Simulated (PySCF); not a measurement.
Germanium: a sound run and one with changed settings

Sound run: Ge [Ar] 3d10 4s2 4p2, Ge⁺ [Ar] 3d10 4s2 4p1. Calculation: PySCF 2.14, in 6-31G*; the non-relativistic Hamiltonian (point nucleus). In the sound run the correlated levels freeze [Ar] 3d10. The sound run starts from symmetry-adapted Hartree-Fock orbitals and uses a fine grid where one is needed.

A second run was set up differently.

```json
{"species": "Ge", "method": "UHF", "sound run (hartree)": "-2075.03570", "changed run (hartree)": "-2051.63626", "converged": "yes"}
{"species": "Ge", "method": "PBE", "sound run (hartree)": "-2076.32440", "changed run (hartree)": "-2052.44687", "converged": "yes"}
{"species": "Ge", "method": "M06-L", "sound run (hartree)": "-2076.57058", "changed run (hartree)": "-2052.89230", "converged": "yes"}
{"species": "Ge", "method": "MP2", "sound run (hartree)": "-2075.07467", "changed run (hartree)": "-2051.64352", "converged": "yes"}
{"species": "Ge", "method": "CCSD(T)", "sound run (hartree)": "-2075.09100", "changed run (hartree)": "-2051.64939", "converged": "yes"}
{"species": "Ge⁺", "method": "UHF", "sound run (hartree)": "-2074.76210", "changed run (hartree)": "-2051.47666", "converged": "yes"}
{"species": "Ge⁺", "method": "PBE", "sound run (hartree)": "-2076.03197", "changed run (hartree)": "-2052.26531", "converged": "yes"}
{"species": "Ge⁺", "method": "M06-L", "sound run (hartree)": "-2076.28940", "changed run (hartree)": "-2052.70443", "converged": "yes"}
{"species": "Ge⁺", "method": "MP2", "sound run (hartree)": "-2074.79288", "changed run (hartree)": "-2051.49165", "converged": "yes"}
{"species": "Ge⁺", "method": "CCSD(T)", "sound run (hartree)": "-2074.80842", "changed run (hartree)": "-2051.50273", "converged": "yes"}
```

Ionisation energy of Ge:

```
 method  sound run (eV)  changed run (eV)
    UHF           7.445             4.343
    PBE           7.957             4.940
  M06-L           7.651             5.112
    MP2           7.668             4.133
SCS-MP2           7.609             4.091
   CCSD           7.682             3.991
CCSD(T)           7.689             3.991
```

**Question.** What was changed?
A. level shift left on
B. minimal basis
C. all electrons correlated in a valence basis
D. basis contracted for another Hamiltonian

**Answer.** B. It used basis STO-3G. A minimal basis cannot let orbitals breathe on ionisation and holds almost no correlation.
